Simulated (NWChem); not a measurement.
Everything below was run with NWChem. System: Au2, charge 0, spin multiplicity 1, at a geometry optimised with PBE0/def2-SVP with def2 effective core potentials on Au. The structure started from a generated list of species. Level: RHF/def2-TZVPD with def2 effective core potentials on Au.

Part of the output:

```
             Northwest Computational Chemistry Package (NWChem) 7.3.0
             --------------------------------------------------------

                                NWChem Input Module
                                -------------------

 Scaling coordinates for geometry "geometry" by  1.889725989
 (inverse scale =  0.529177249)

 Turning off AUTOSYM since
 SYMMETRY directive was detected!

                             Geometry "geometry" -> ""
                             -------------------------

 Output coordinates in angstroms (scale by  1.889725989 to convert to a.u.)

  No.       Tag          Charge          X              Y              Z
 ---- ---------------- ---------- -------------- -------------- --------------
    1 Au                  79.0000     0.00000000     0.00000000     1.26994200
    2 Au                  79.0000     0.00000000     0.00000000    -1.26994200

 Effective nuclear repulsion energy (a.u.)    1300.2937185348

            Nuclear Dipole moment (a.u.)
            ----------------------------
        X                 Y               Z
 ---------------- ---------------- ----------------
     0.0000000000     0.0000000000     0.0000000000

      Symmetry information
      --------------------

 Group name             D2h
 Group number             26
 Group order               8
 No. of unique centers     1

      Symmetry unique atoms

     1


 Summary of "ao basis" -> "" (spherical)
 ------------------------------------------------------------------------------
       Tag                 Description            Shells   Functions and Types
 ---------------- ------------------------------  ------  ---------------------
 *                         def2-tzvpd                 on all atoms

 Summary of "ao basis" -> "ao basis" (spherical)
 ------------------------------------------------------------------------------
       Tag                 Description            Shells   Functions and Types
 ---------------- ------------------------------  ------  ---------------------
 Au                        def2-tzvpd               15       43   6s5p3d1f

                                 NWChem SCF Module
                                 -----------------

  ao basis        = "ao basis"
  functions       =    86
  atoms           =     2
  closed shells   =    19
  open shells     =     0
  charge          =   0.00
  wavefunction    = RHF
  use symmetry    = T
  symmetry adapt  = T

 Summary of "ao basis" -> "ao basis" (spherical)
 ------------------------------------------------------------------------------
       Tag                 Description            Shells   Functions and Types
 ---------------- ------------------------------  ------  ---------------------
 Au                        def2-tzvpd               15       43   6s5p3d1f

      Symmetry analysis of basis
      --------------------------

        ag         19
        au          4
        b1g         4
        b1u        19
        b2g        10
        b2u        10
        b3g        10
        b3u        10

 Forming initial guess at       0.0s

      Superposition of Atomic Density Guess
      -------------------------------------

 Sum of atomic energies:        -304.97761173

      Non-variational initial energy
      ------------------------------

 Total energy =    -269.220139
 1-e energy   =    -624.443174
 2-e energy   =     280.009762
 HOMO         =      -0.439122
 LUMO         =      -0.183348

      Symmetry analysis of molecular orbitals - initial
      -------------------------------------------------

 !! scf_movecs_sym_adapt:   56 vectors were symmetry contaminated

  Symmetry fudging

 !! scf_movecs_sym_adapt:   50 vectors were symmetry contaminated

  Numbering of irreducible representations:

     1 ag          2 au          3 b1g         4 b1u         5 b2g
     6 b2u         7 b3g         8 b3u

  Orbital symmetries:

     1 ag          2 b1u         3 ag          4 b3u         5 b2u
     6 b2g         7 b3g         8 b1u         9 ag         10 b3u
    11 b2u        12 ag         13 b1g        14 b1u        15 au
    16 b2g        17 b3g        18 b1u        19 ag         20 b1u
    21 b3u        22 b2u        23 ag         24 b2g        25 b3g
    26 b1u        27 ag         28 b2u        29 b3u

 Starting SCF solution at       0.3s

 ----------------------------------------------
         Quadratically convergent ROHF

 Convergence threshold     :          1.000E-07
 Maximum no. of iterations :          100
 Final Fock-matrix accuracy:          1.000E-09
 ----------------------------------------------

              iter       energy          gnorm     gmax       time
             ----- ------------------- --------- --------- --------
                 1     -269.5579895670  1.02D+00  2.10D-01      0.3
                 2     -269.6043636378  1.20D-01  5.61D-02      0.4
                 3     -269.6069944852  5.01D-03  1.70D-03      0.4
                 4     -269.6069999152  1.39D-05  3.01D-06      0.5
                 5     -269.6069999152  1.60D-09  7.23D-10      0.5

       Final RHF  results
       ------------------

         Total SCF energy =   -269.606999915206
      One-electron energy =   -628.666092152524
      Two-electron energy =    283.845819942642
 Nuclear repulsion energy =     75.213272294676

        Time for solution =      0.2s

       Symmetry analysis of molecular orbitals - final
       -----------------------------------------------

  Numbering of irreducible representations:

     1 ag          2 au          3 b1g         4 b1u         5 b2g
     6 b2u         7 b3g         8 b3u

  Orbital symmetries:

     1 ag          2 b1u         3 ag          4 b3u         5 b2u
     6 b1u         7 b2g         8 b3g         9 ag         10 b2u
    11 b3u        12 ag         13 b1g        14 b1u        15 au
    16 b3g        17 b2g        18 b1u        19 ag         20 b1u
    21 b3u        22 b2u        23 ag         24 b2g        25 b3g
    26 b1u        27 ag         28 b2u        29 b3u

             Final eigenvalues
             -----------------

              1
    1   -4.6855
    2   -4.6848
    3   -2.7339
    4   -2.7203
    5   -2.7203
    6   -2.7195
    7   -2.7192
    8   -2.7192
    9   -0.5087
   10   -0.4849
   11   -0.4849
   12   -0.4504
   13   -0.4504
   14   -0.4377
   15   -0.4377
   16   -0.4181
   17   -0.4181
   18   -0.4041
   19   -0.2896
   20   -0.0097
   21    0.0582
   22    0.0582
   23    0.0782
   24    0.1161
   25    0.1161
   26    0.1397
   27    0.2569
   28    0.2917
   29    0.2917

                       ROHF Final Molecular Orbital Analysis
                       -------------------------------------

 Vector   17  Occ=2.000000D+00  E=-4.180764D-01  Symmetry=b2g
              MO Center=  3.1D-16,  9.6D-31,  1.2D-16, r^2= 2.6D+00
   Bfn.  Coefficient  Atom+Function         Bfn.  Coefficient  Atom+Function
  ----- ------------  ---------------      ----- ------------  ---------------
    25      0.506057  1 Au d  1              68      0.506057  2 Au d  1
    30      0.247240  1 Au d  1              73      0.247240  2 Au d  1

 Vector   18  Occ=2.000000D+00  E=-4.040713D-01  Symmetry=b1u
              MO Center=  1.0D-15, -6.0D-16, -4.3D-13, r^2= 2.7D+00
   Bfn.  Coefficient  Atom+Function         Bfn.  Coefficient  Atom+Function
  ----- ------------  ---------------      ----- ------------  ---------------
    24      0.492350  1 Au d  0              67     -0.492350  2 Au d  0
    29      0.244353  1 Au d  0              72     -0.244353  2 Au d  0

 Vector   19  Occ=2.000000D+00  E=-2.896329D-01  Symmetry=ag
              MO Center= -2.4D-14,  1.3D-14,  3.1D-13, r^2= 3.6D+00
   Bfn.  Coefficient  Atom+Function         Bfn.  Coefficient  Atom+Function
  ----- ------------  ---------------      ----- ------------  ---------------
     5      0.394272  1 Au s                 48      0.394272  2 Au s
     3     -0.334827  1 Au s                 46     -0.334827  2 Au s
     6      0.285660  1 Au s                 49      0.285660  2 Au s
     2      0.212560  1 Au s                 45      0.212560  2 Au s
     4     -0.153225  1 Au s                 47     -0.153225  2 Au s

 Vector   20  Occ=0.000000D+00  E=-9.744505D-03  Symmetry=b1u
              MO Center= -6.7D-18, -1.4D-17,  1.8D-14, r^2= 9.4D+00
   Bfn.  Coefficient  Atom+Function         Bfn.  Coefficient  Atom+Function
  ----- ------------  ---------------      ----- ------------  ---------------
    18      0.520515  1 Au pz                61      0.520515  2 Au pz
     5      0.268381  1 Au s                 48     -0.268381  2 Au s
     3     -0.235042  1 Au s                 46      0.235042  2 Au s
     2      0.150264  1 Au s                 45     -0.150264  2 Au s

 Vector   21  Occ=0.000000D+00  E= 5.822289D-02  Symmetry=b3u
              MO Center=  1.0D-14, -1.3D-28, -3.2D-17, r^2= 9.2D+00
   Bfn.  Coefficient  Atom+Function         Bfn.  Coefficient  Atom+Function
  ----- ------------  ---------------      ----- ------------  ---------------
    16      0.591297  1 Au px                59      0.591297  2 Au px

 Vector   22  Occ=0.000000D+00  E= 5.822289D-02  Symmetry=b2u
              MO Center=  1.7D-28, -1.3D-14,  4.7D-17, r^2= 9.2D+00
   Bfn.  Coefficient  Atom+Function         Bfn.  Coefficient  Atom+Function
  ----- ------------  ---------------      ----- ------------  ---------------
    17      0.591297  1 Au py                60      0.591297  2 Au py

 center of mass
 --------------
 x =   0.00000000 y =   0.00000000 z =   0.00000000

 moments of inertia (a.u.)
 ------------------
        2268.757241824041           0.000000000000           0.000000000000
           0.000000000000        2268.757241824041           0.000000000000
           0.000000000000           0.000000000000           0.000000000000

  Mulliken analysis of the total density
  --------------------------------------

    Atom       Charge   Shell Charges
 -----------   ------   -------------------------------------------------------
    1 Au  19    19.00   0.03 -0.46  1.66  0.77  0.52  0.45  2.60  2.85  0.55  0.02  0.05  6.41  2.91  0.64  0.00
    2 Au  19    19.00   0.03 -0.46  1.66  0.77  0.52  0.45  2.60  2.85  0.55  0.02  0.05  6.41  2.91  0.64  0.00

       Multipole analysis of the density wrt the origin
       ------------------------------------------------

     L   x y z        total         open         nuclear
     -   - - -        -----         ----         -------
     0   0 0 0     -0.000000      0.000000     38.000000

     1   1 0 0      0.000000      0.000000      0.000000
     1   0 1 0     -0.000000      0.000000      0.000000
     1   0 0 1      0.000000      0.000000      0.000000

     2   2 0 0    -34.664798      0.000000      0.000000
     2   1 1 0      0.000000      0.000000      0.000000
     2   1 0 1      0.000000      0.000000      0.000000
     2   0 2 0    -34.664798      0.000000      0.000000
     2   0 1 1     -0.000000      0.000000      0.000000
     2   0 0 2    -26.973658      0.000000    218.851255

 Task  times  cpu:        0.5s     wall:        0.5s

 Total times  cpu:        0.5s     wall:        0.5s
```

### Question
Write an NWChem input that would produce this output.

### Answer
One answer among several that fit: 
```
start mol
memory heap 200 mb stack 900 mb global 1100 mb
geometry units angstroms nocenter noautoz
  Au     0.000000     0.000000     1.269942
  Au     0.000000     0.000000    -1.269942
  symmetry group D2h
end
basis spherical
  * library def2-tzvpd
end
ecp
  Au library def2-ecp
end
scf
  rhf
  nopen 0
  maxiter 100
  thresh 1e-7
  semidirect memsize 60000000 filesize 0
end
task scf energy
```
